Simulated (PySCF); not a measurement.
Isomers of C7H8O3. Method: PySCF 2.14.0, PBE0-D3(BJ)/def2-SVP geometry optimisation, gas phase. Energies are electronic, without zero-point or thermal terms, for one conformer each. No frequencies were run at this level. Point groups hold within 0.08 Å.

Problem. Order them by energy at this level, lowest first, and give relative energies in kJ/mol.
A. `[CH3:1][C:2](=[O:3])[O:4][C@@H:5]1[CH:6]=[CH:7][C:8](=[O:9])[CH2:10]1` with C1–C2–O4–C5 -178°, C2–O4–C5–C6 -78°
B. `[CH3:1][C:2](=[O:3])[O:4][c:5]1[cH:6][cH:7][c:8]([CH3:9])[o:10]1` with C1–C2–O4–C5 -179°, C2–O4–C5–C6 -1°
C. `[CH3:1][O:2][C:3](=[O:4])[c:5]1[o:6][cH:7][cH:8][c:9]1[CH3:10]` with C1–O2–C3–O4 0°, O2–C3–C5–O6 0° (methyl 3-methyl-2-furoate)
D. `[CH3:1][C:2]#[C:3][CH2:4][C:5](=[O:6])[O:7][C:8]([CH3:9])=[O:10]` with C3–C4–C5–O6 130°, C4–C5–O7–C8 151°, C5–O7–C8–C9 159°

Solution. A (0.0), B (6.1), C (8.9), D (126.1).

As drawn, the lowest has a C=C bond outside aromatic rings, which the highest lacks; the highest has a C≡C bond, which the lowest lacks. Neighbours under 10 kJ/mol apart (CC(=O)O[C@@H]1C=CC(=O)C1 and CC(=O)Oc1ccc(C)o1; CC(=O)Oc1ccc(C)o1 and COC(=O)c1occc1C) can change places with a better method, another conformer or zero-point energy.

```
                  SMILES      E (Eh)  E rel (kJ/mol)  dipole (D)  point group       A, B, C (MHz)
CC(=O)O[C@@H]1C=CC(=O)C1  -496.32261             0.0        2.69           C1  3960, 700.2, 643.9
       CC(=O)Oc1ccc(C)o1  -496.32030             6.1        1.55      near Cs  4165, 733.9, 628.9
         COC(=O)c1occc1C  -496.31920             8.9        1.41           Cs   2545, 1023, 736.5
       CC#CCC(=O)OC(C)=O  -496.27458           126.1        4.01           C1  1807, 792.1, 633.8
```
